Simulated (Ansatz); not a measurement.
Input for Ansatz (a first-principles code): R-B3LYP/def2-TZVPPD on CH3F3O (a complex), monomers drawn apart or pushed together. Files ending in .json are basis or fitting sets from the Basis Set Exchange.

Ansatz 0.2 input:
```yaml
crystal:
  periodic: [false, false, false]
  atoms:
    - {symbol: O, position_ang: [0.20833246, -0.05705035, 0.03326065]}
    - {symbol: H, position_ang: [0.33080413, 0.77345075, -0.43858485]}
    - {symbol: H, position_ang: [0.69397147, -0.71782353, -0.47160150]}
    - {symbol: F, position_ang: [0.63537800, 1.12831034, 5.41590481]}
    - {symbol: C, position_ang: [0.24387624, -0.10203591, 5.03837210]}
    - {symbol: F, position_ang: [-0.87936044, -0.40567430, 5.71030309]}
    - {symbol: F, position_ang: [1.19918362, -0.97356174, 5.40866645]}
    - {symbol: H, position_ang: [0.08365550, -0.14093167, 3.96185214]}
basis:
  gaussian:
    orbitals: def2-TZVPPD.json
hamiltonian:
  xc: {name: B3LYP}
scf: {lower_state_search: off}
```

Output:

```
WARN ansatz: RAYON_NUM_THREADS=2 ignored (pool sized by the plan → 2); use --threads N
Functional definition: B3LYP
these checks for a lower state are left out or cut short: stability, starts, cluster_reference, orbital_swaps, neighbouring_geometries, increment
integrals: 0.14 GiB planned
1126 factors; their error is unknown
mean field: 1.30 GiB planned
mean field evaluation 1: about -11282.5315 eV, gradient 6.7e1 eV
mean field evaluation 2: about -11268.6300 eV, gradient 1.1e2 eV
mean field evaluation 4: about -11289.0555 eV, gradient 5.5e0 eV
mean field evaluation 8: about -11289.0926 eV, gradient 3.2e-2 eV
mean field evaluation 16: about -11289.1092 eV, gradient 1.3e-5 eV
mean field -11289.10921290 eV, -414.8671115411 hartree, gradient 4.6e-6 eV, S^2 0.000000; 0 other end points of the search recorded, 0 dependent functions left out
reference -11289.10956084 eV, -414.8671243277 hartree; 22, 22 occupied and 226, 226 virtual orbitals, 1126 factors
Total energy: -11289.10956084 eV, -414.8671243277 hartree
Checks for a lower state left out: stability, starts, cluster_reference, orbital_swaps, neighbouring_geometries, increment
```

Self-consistency was reached.

Cost: around 3 core-seconds (rough).
